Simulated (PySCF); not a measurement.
Molecule (SMILES): O=BF.
Geometry (B3LYP-D3(BJ)/def2-TZVP, fixed):
```xyz
3

F      0.0000     0.0000    -1.1989
B      0.0000     0.0000     0.0871
O      0.0000     0.0000     1.2943
```
Charge 0, spin multiplicity 1.

Basis-set convergence of the isotropic shielding of F1 at PBE with PySCF. GIAO, no density fitting; atoms are numbered in the order shown. All functions are spherical. No added dispersion term, no relativity. Reference: the value in pcseg-3, 379.22 ppm, itself unsure by roughly 0.88 ppm (its distance from pcSseg-2). Deviations are taken from unrounded values.

| basis | functions | isotropic shielding of F1 (ppm) |
|---|---|---|
| cc-pVDZ | 42 | 380.98 |
| aug-cc-pVDZ | 69 | 383.45 |
| def2-SVP | 42 | 385.22 |
| def2-SVPD | 66 | 391.23 |
| pcseg-1 | 42 | 380.31 |
| aug-pcseg-1 | 69 | 385.08 |
| 6-311G** | 54 | 373.67 |
| 6-311+G** | 66 | 380.39 |
| cc-pVTZ | 90 | 378.15 |
| aug-cc-pVTZ | 138 | 383.51 |
| pcseg-2 | 90 | 377.27 |
| aug-pcseg-2 | 138 | 379.20 |
| def2-TZVPP | 93 | 378.62 |
| def2-TZVPPD | 117 | 380.45 |
| def2-QZVPP | 171 | 380.42 |
| def2-QZVPPD | 195 | 380.07 |

What the diffuse functions change, pair by pair:
- cc-pVDZ to aug-cc-pVDZ: 27 more functions, deviation 1.75 to 4.23 ppm
- def2-SVP to def2-SVPD: 24 more functions, deviation 6.00 to 12.01 ppm
- pcseg-1 to aug-pcseg-1: 27 more functions, deviation 1.09 to 5.86 ppm
- 6-311G** to 6-311+G**: 12 more functions, deviation -5.55 to 1.17 ppm
- cc-pVTZ to aug-cc-pVTZ: 48 more functions, deviation -1.07 to 4.29 ppm
- pcseg-2 to aug-pcseg-2: 48 more functions, deviation -1.95 to -0.02 ppm
- def2-TZVPP to def2-TZVPPD: 24 more functions, deviation -0.61 to 1.22 ppm
- def2-QZVPP to def2-QZVPPD: 24 more functions, deviation 1.19 to 0.84 ppm

They bring the value nearer the reference by more than 0.88 ppm in 2 of 8 pairs.
